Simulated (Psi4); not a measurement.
Relaxed torsion scan: CH₈SeSi₂, SMILES C[SiH2][SiH2][SeH], singlet. Scanned: dihedral C1–Si2–Si3–Se4; all other coordinates were relaxed at GFN2-xTB. GFN2-xTB can order the conformers of Si and Ge chains otherwise than DFT does. Points at φ and −φ are mirror images. Heavy atoms are numbered in the order of the SMILES C[SiH2][SiH2][SeH], hydrogens after them in the order of the atoms that carry them; the mirror image has the same energies with the sign of each dihedral reversed.

Levels: PBE/def2-TZVP // GFN2-xTB (Psi4); PBE-D3(BJ)/def2-TZVP // GFN2-xTB (Psi4); PBE0/def2-TZVP // GFN2-xTB (Psi4); MP2/cc-pVTZ = DF-MP2 (frozen core)/cc-pVTZ // GFN2-xTB in Psi4.

Energies relative to the lowest point of each profile, in kJ/mol; the last columns give the difference from MP2:

| φ / ° | PBE/def2-TZVP | PBE-D3(BJ)/def2-TZVP | PBE0/def2-TZVP | MP2/cc-pVTZ | PBE/def2-TZVP − MP2/cc-pVTZ | PBE-D3(BJ)/def2-TZVP − MP2/cc-pVTZ | PBE0/def2-TZVP − MP2/cc-pVTZ |
|---|---|---|---|---|---|---|---|
| -160 | 2.15 | 2.91 | 2.19 | 3.41 | -1.26 | -0.50 | -1.22 |
| -140 | 2.71 | 3.44 | 2.81 | 4.19 | -1.49 | -0.76 | -1.38 |
| -120 | 2.78 | 3.45 | 2.91 | 4.29 | -1.51 | -0.84 | -1.37 |
| -100 | 1.96 | 2.54 | 2.06 | 3.13 | -1.16 | -0.58 | -1.07 |
| -80 | 0.64 | 1.03 | 0.70 | 1.32 | -0.68 | -0.29 | -0.63 |
| -60 | 0.00 | 0.00 | 0.00 | 0.00 | 0.00 | 0.00 | 0.00 |
| -40 | 0.68 | 0.23 | 0.63 | 0.02 | 0.67 | 0.21 | 0.62 |
| -20 | 1.77 | 1.09 | 1.67 | 0.87 | 0.90 | 0.22 | 0.80 |
| 0 | 2.09 | 1.29 | 1.93 | 1.06 | 1.03 | 0.22 | 0.87 |
| 20 | 1.77 | 1.09 | 1.67 | 0.87 | 0.90 | 0.22 | 0.80 |
| 40 | 0.68 | 0.23 | 0.63 | 0.02 | 0.67 | 0.21 | 0.62 |
| 60 | 0.00 | 0.00 | 0.00 | 0.00 | 0.00 | 0.00 | 0.00 |
| 80 | 0.64 | 1.03 | 0.70 | 1.32 | -0.68 | -0.29 | -0.63 |
| 100 | 1.96 | 2.54 | 2.06 | 3.13 | -1.16 | -0.58 | -1.07 |
| 120 | 2.78 | 3.45 | 2.91 | 4.29 | -1.51 | -0.84 | -1.37 |
| 140 | 2.71 | 3.44 | 2.81 | 4.19 | -1.49 | -0.76 | -1.38 |
| 160 | 2.15 | 2.91 | 2.19 | 3.41 | -1.26 | -0.50 | -1.22 |
| 180 | 2.06 | 2.83 | 2.07 | 3.21 | -1.15 | -0.38 | -1.14 |

PBE/def2-TZVP is furthest from MP2/cc-pVTZ at -120 (-1.51 kJ/mol, below); its mean absolute difference over the points is 0.97 kJ/mol.

PBE-D3(BJ)/def2-TZVP is furthest from MP2/cc-pVTZ at -120 (-0.84 kJ/mol, below); its mean absolute difference over the points is 0.41 kJ/mol.

PBE0/def2-TZVP is furthest from MP2/cc-pVTZ at -140 (-1.38 kJ/mol, below); its mean absolute difference over the points is 0.90 kJ/mol.
